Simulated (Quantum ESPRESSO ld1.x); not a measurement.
Q: Zr3+, configuration [Kr] 4d1. Calculated with ld1.x of Quantum ESPRESSO 7.5: non-relativistic Kohn-Sham, LDA (Slater exchange, VWN5 correlation), spin-polarised, spherical densities, point nucleus; open shells are filled with parallel spins first; relativity is left out, which matters for an element this heavy. Some entries of the table are withheld. Estimate them.

orbital,occ.,eigenvalue (eV),<1/r> (bohr^-1),<r> (bohr)
1s down,1,-17423.9,39.44,0.03819
1s up,1,-17423.9,39.44,0.03819
2s up,1,-2401.85,8.851,0.1676
2s down,1,-2401.74,8.851,0.1676
2p up,3,-2205.17,8.848,0.1438
2p down,3,-2205.09,8.848,0.1438
3s up,1,-415.054,3.029,0.4710
3s down,1,-414.979,3.029,0.4710
3p up,3,-341.152,2.935,0.4677
3p down,3,-341.069,2.935,0.4677
3d up,5,-205.948,2.743,0.4516
3d down,5,-205.836,2.743,0.4515
4s up,1,(1),1.100,1.228
4s down,1,(2),1.102,1.226
4p up,3,-59.3066,(3),1.350
4p down,3,-58.6165,(4),1.347
4d up,1,-29.1271,(5),1.811
4d down,0,-28.3514,(6),1.813

A: 
(1) 4s up eigenvalue (eV): -79.5214
(2) 4s down eigenvalue (eV): -78.8869
(3) 4p up <1/r> (bohr^-1): 0.9886
(4) 4p down <1/r> (bohr^-1): 0.9914
(5) 4d up <1/r> (bohr^-1): 0.7210
(6) 4d down <1/r> (bohr^-1): 0.7217
